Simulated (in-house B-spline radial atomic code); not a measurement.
## Ionising Pt V (Pt4+) with different functionals

Computed with a B-spline radial code for spherical atoms: four-component Dirac-Coulomb Hamiltonian, Fermi nucleus of rms radius 5.427 fm, spin-restricted, spherical fractional occupations for the functionals, and exact exchange of hybrids averaged over the configuration. The ionisation energy is the difference of two self-consistent energies, [Xe] 4f14 5d6 → [Xe] 4f14 5d5, without Breit or QED terms; ε is the level of the shell that loses the electron (mean over j). The electron is taken from both j subshells in proportion to 2j + 1, so the result is a j average, not the step between ground levels.

```csv
method,rung,ΔSCF (eV),-ε(5d) (eV)
B3LYP,global hybrid,60.07,54.36
PBE0,global hybrid,60.01,54.72
LC-wPBE,range-separated hybrid,59.92,57.54
HSE06,range-separated hybrid,59.97,54.27
```

Among the functionals, which spreads more, the ΔSCF values or the orbital energies?

The orbital energies: ΔSCF values span about 0.15 eV and the orbital energies 3.27 eV; here energy differences depend much less on the functional than eigenvalues do.

How do they compare with the NIST value?

NIST lists 56 eV ± 1.9 (tabulated theory, ground level to ground level). Errors run from +3.92 to +4.07 eV. The correlated functionals all miss on the same side by more than they spread, so the cause is common to them (Breit-QED terms, spin polarisation, the choice among j levels, multiplet and fine-structure energies, or a listed next ion that isn't the cheapest removal here) and closeness doesn't rank the functionals.
